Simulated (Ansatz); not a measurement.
Relaxation of C2H9AlFN (14 atoms, charge 0, multiplicity 1), to a largest force component of 0.03 eV/Å in at most 50 steps.

Theory: RKS B3LYP/def2-SVP in Ansatz 0.2.0.

```xyz
14
Properties=species:S:1:pos:R:3
Al 0.818 -0.956 2.451
N -0.033 0.213 -0.404
C -0.487 -0.778 -1.364
C -0.475 1.570 -0.668
H 0.412 0.163 3.484
H 0.291 -2.439 2.394
H 0.979 0.158 -0.270
F 2.160 -0.584 1.409
H -0.056 -1.760 -1.117
H -1.585 -0.875 -1.314
H -0.211 -0.547 -2.416
H -0.190 1.949 -1.674
H -1.574 1.628 -0.591
H -0.051 2.258 0.080
```

Task: Where does it end, and by what steps?

Result: The forces met the threshold. After 10 steps the energy has fallen by 1.031 eV; H5 moved furthest, 1.08 Å. Joined: Al1–N2 (3.20 → 2.08 Å).

```tsv
step	energy less start (eV)	largest force component (eV/Å)	accepted
0	0.0000	1.224	yes
1	-0.1425	0.937	yes
2	-0.3309	1.019	yes
3	-0.6059	0.931	yes
4	-0.8370	0.788	yes
5	-0.9382	0.779	yes
6	-0.9918	0.642	yes
7	-1.0131	0.670	yes
8	-0.9933	0.591	no
9	-1.0296	0.057	yes
10	-1.0305	0.019	yes
```

```xyz
14
Properties=species:S:1:pos:R:3
Al 0.528 -0.602 1.690
N 0.236 0.089 -0.253
C -0.391 -0.890 -1.162
C -0.372 1.431 -0.344
H -0.042 0.579 2.595
H -0.137 -2.050 1.674
H 1.228 0.167 -0.499
F 2.223 -0.604 1.524
H 0.136 -1.851 -1.085
H -1.436 -1.051 -0.862
H -0.371 -0.541 -2.209
H -0.357 1.812 -1.380
H -1.415 1.384 0.001
H 0.171 2.125 0.311
```

Run time: 37 s on 4 threads of Arm Neoverse N1, on a shared host, peak memory 0.28 GiB.
